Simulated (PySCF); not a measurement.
## YbF3(H2O) at several levels of theory

Computed with PySCF 2.14.0 (density fitting, no spin-orbit coupling) at the geometry relaxed with PBE0:

```xyz
7
YbF3(H2O) (singlet in the valence; each metal's 4f electrons, 13 of them, lie in its core potential, out of spins and levels)
Yb    0.0763   -0.0790    0.0790
F     1.0378    1.3365    1.0866
F    -1.2793   -1.1013    1.1013
F     1.0378   -1.0866   -1.3365
O    -1.2530    1.2810   -1.2810
H    -1.5916    2.1569   -1.0563
H    -1.5916    1.0563   -2.1569
```

```csv
level,basis,state,HOMO (eV),gap (eV),charge on Yb1 (e),population of f-type functions on Yb1 (polarisation alone where 4f lies in the core),dipole about the centre of mass (D),largest force component (eV/Å)
PBE0,"Yb lcecp-1-SVP with ECP59, F def2-SVP, O def2-SVP, H def2-SVP",singlet,-9.65,8.53,1.17,0.07,6.64,0.02
revPBE,the same,singlet,-7.58,5.71,0.96,0.07,6.45,0.45
BP86,the same,singlet,-7.75,5.94,0.95,0.07,6.48,0.51
```

In the lcecp rows the 4f levels are missing from HOMO and gap, and the state counts the valence alone.

Charges are Mulliken's, which hang on the basis. The relaxation used the grid (50, 194), these runs (75, 302) or, all-electron (x2c bases, spin-free X2C Hamiltonian), (99, 590).

(1) What does PBE0 with Yb lcecp-1-TZVP with ECP59, F def2-TZVP, O def2-TZVP, H def2-TZVP give here?

A frequency check found unstable modes (1, the lowest at -14 cm⁻¹), so the relaxed geometry is a saddle point, or these are noise. An lcecp potential fixes the number of 4f electrons, so in runs with it no electron can move into or out of that shell.

## Answers

(1) state singlet, HOMO (eV) -9.84, gap (eV) 8.43, charge on Yb1 (e) 1.64, population of f-type functions on Yb1 (polarisation alone where 4f lies in the core) 0.09, dipole about the centre of mass (D) 6.65, largest force component (eV/Å) 0.22. Time: 14 s on 2 threads of Arm Neoverse V1 (shared host), from free ions and atoms.
